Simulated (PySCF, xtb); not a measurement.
H5NO3Sn, SMILES [OH][Sn]([NH2])([OH])[OH]. One conformer was computed; it need not be the lowest.

Harmonic wavenumbers (cm⁻¹) from xtb with GFN2-xTB at its own minimum, in rising order: 98, 101, 127, 133, 150, 158, 160, 245, 268, 406, 506, 512, 556, 768, 795, 819, 846, 847, 1460, 3370, 3396, 3620, 3627, 3647.

Task: What does PySCF with PBE-D3(BJ)/def2-SVP give at its own minimum? (The exact figures need the calculation; the answer reports its results.)

Result: 53, 104, 138, 153, 159, 170, 192, 225, 254, 533, 585, 597, 605, 669, 832, 846, 869, 884, 1488, 3397, 3498, 3686, 3700, 3708. Paired by order, the mean absolute difference is 45 cm⁻¹ and the zero-point energies are 38.0 and 39.1 kcal/mol.
